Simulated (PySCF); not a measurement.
**Excitation energy of Pd by level of theory**

Pd [Kr] 4d10 (1S) → Pd [Kr] 4d9 5p1 (high-spin determinant), as a difference of total energies. Calculation: PySCF 2.14, in aug-cc-pVTZ-PP with ECP28MDF (6s6p5d3f2g, 88 functions); scalar relativity through the core potential. Correlated levels: valence: 4s2 4p6 frozen. The calculations carry no spin-orbit coupling.

```csv
method,excitation energy (eV)
UHF,2.824
LDA,4.740
PBE,4.409
PBE0,4.210
r2SCAN,4.144
r2SCANh,4.102
BLYP,4.421
MN15,4.568
PBEsol,4.502
MP2 (valence),4.818
SCS-MP2 (valence),4.684
```

Task: How much does correlation contribute at MP2 (valence)?

Result: 4.818 − (2.824) = 1.994 eV, measured against UHF.

The determinant of the upper state mixes LS terms, which raises its energy above the lowest term, most at the Hartree-Fock and MP2 levels.
